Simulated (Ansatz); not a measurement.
The same redistribution along the group Sc, Y.

Isolated molecules relaxed with PBE0-D4/def2-TZVP in Ansatz; ΔE leaves out vibrations. CCSD(T)/CBS is the MP2 limit (def2-TZVPP, def2-QZVPP) plus CCSD(T) − MP2 in def2-TZVPP, frozen cores. Elements past krypton have def2 core potentials. For Br, Sc, Y outer-core shells are correlated without core-valence functions, which leaves a few kJ/mol of doubt a bond. Scalar relativity is left out up to krypton. One conformer a species, not always the lowest.

```
                                                               reaction  HF/CBS(def2) (eV)  CCSD/CBS(def2) (eV)
`[NH2][Sc]([OH])[OH]` + `ClB(Cl)Br` → `[OH][Sc]([OH])[Cl]` + `NB(Cl)Br`              -2.13                -1.83
  `[NH2][Y]([OH])[OH]` + `ClB(Cl)Br` → `[OH][Y]([OH])[Cl]` + `NB(Cl)Br`              -2.37                -2.06
```

Q: Give the CCSD(T)/CBS values in the same order. (Best estimate.)

A: The calculation gave: -1.79, -2.01 eV.

Largest T1 diagnostic: 0.016, for `[NH2][Sc]([OH])[OH]`.
